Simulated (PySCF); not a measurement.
Si(H)(Et)(NH2)2, SMILES CC[SiH](N)N (C₂H₁₀N₂Si) (GFN2-xTB optimised geometry):

```
15

Si    -0.761    -0.654     0.000
N      0.966    -0.654     0.000
N     -1.148    -1.327    -1.544
C     -1.297    -1.640     1.541
C     -0.951    -0.952     2.857
H     -1.438     0.654     0.000
H      1.438    -0.345     0.833
H      1.425    -0.271    -0.811
H     -0.617    -2.128    -1.846
H     -2.120    -1.465    -1.765
H     -0.839    -2.630     1.532
H     -2.377    -1.802     1.507
H     -1.399     0.038     2.902
H     -1.313    -1.528     3.708
H      0.126    -0.841     2.959
```

Computed with PBE0/def2-TZVP in PySCF.

What are the frontier orbital energies and the dipole moment?

HOMO-2 -8.76 eV, HOMO-1 -7.32 eV, HOMO -6.99 eV, LUMO 0.95 eV, LUMO+1 1.13 eV; dipole moment 0.52 D.

On the same geometry PBE/def2-TZVP in PySCF 2.14.0 gives HOMO-2 -7.33 eV, HOMO-1 -5.87 eV, HOMO -5.62 eV, LUMO 0.12 eV, LUMO+1 0.30 eV; dipole moment 0.54 D.

Meta-Löwdin charges at PBE0/def2-TZVP: Si1 0.98, N2 -0.76, N3 -0.76, C4 -0.48, C5 -0.34, H6 -0.16, H7 0.23, H8 0.24, H9 0.23, H10 0.23, H11 0.12, H12 0.11, H13 0.11, H14 0.11, H15 0.10.
